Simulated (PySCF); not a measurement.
Precursor series Zr Cl-H. Isolated molecules, 0 K electronic values unless said otherwise.

Method: PBE-D3(BJ)/def2-TZVP // r2SCAN-D4/def2-SVP run with PySCF. 

```tsv
species	charge on the central atom (Mulliken) (e)	HOMO (eV)
0 of 4 Cl replaced by H	1.20	-8.34
1 of 4 Cl replaced by H	1.02	-7.79
2 of 4 Cl replaced by H ([Zr(Cl)2(H)2])	[?]	-7.46
3 of 4 Cl replaced by H ([Zr(Cl)(H)3])	0.76	[?]
4 of 4 Cl replaced by H ([Zr(H)4])	0.67	-7.21
```

Task: Complete the blanks.

Result: 
- 2 of 4 Cl replaced by H ([Zr(Cl)2(H)2]), charge on the central atom (Mulliken) (e): 0.88
- 3 of 4 Cl replaced by H ([Zr(Cl)(H)3]), HOMO (eV): -7.31
